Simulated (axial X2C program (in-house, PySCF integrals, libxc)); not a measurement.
Potential curves of BAs⁺, two-component

Computed with an in-house all-electron X2C program for linear molecules (integrals from PySCF). Two-component (2c) means X2C with spin–orbit coupling and atomic mean-field two-electron Coulomb and Gaunt terms. Basis: As dyall-cv3z [9s9p6d4f1g], B dyall-v3z [7s6p2d1f] (cores contracted in-house); Gaussian nuclei, density fitting, unrestricted open shells. Masses: As 74.922 u, B 11.009 u.

State: Ω = 3/2 (⟨Sz⟩ = 1.50, ⟨Lz⟩ = 0.00 at HF). Energies in cm⁻¹ from the fragments at the same level (As + B+). Fits are polynomials in 1 − R0/R over 0.85 to 1.23 times the lowest point R0.

```csv
R (Å),MP2
1.7148,-11548
1.7936,-14998
1.8527,-16439
1.9119,-17144
1.9710,-17294
2.0400,-16979
2.1090,-16339
2.1977,-15299
2.3061,-13952
2.4638,-12073
```

Correlated methods: 7 electrons correlated (number of frozen shells: As 3 s, 2 p, 1 d; B 1 s), 211 virtual spin orbitals or spinors in MP2.

The state is one determinant whose occupation by symmetry is held fixed; it was picked as the lowest of a PBE0 search that is not exhaustive. Dissociation energies refer to the lowest single-determinant-based atoms at the same level and basis. Other states lie close and PBE0, whose exact exchange favours high spin, may order them wrongly; the determinant shown need not be the ground state. The nearest other 2c determinant of the search, Ω = 1/2, lies 0.32 eV up at the distance of the search. With several unpaired electrons one determinant need not be a pure state. This is the top spin component of a Σ state; components of lower Ω are not single determinants and can lie lower. MP2 and coupled cluster on one determinant become unreliable at the stretched end.

Q: Fit the MP2 curve near its minimum: give the equilibrium distance, the harmonic wavenumber and the well depth.

A: At MP2, 2c: Re = 1.960 Å, ωe ≈ 650 cm⁻¹, De = 2.15 eV to As + B+; Be follows as 0.457 cm⁻¹.
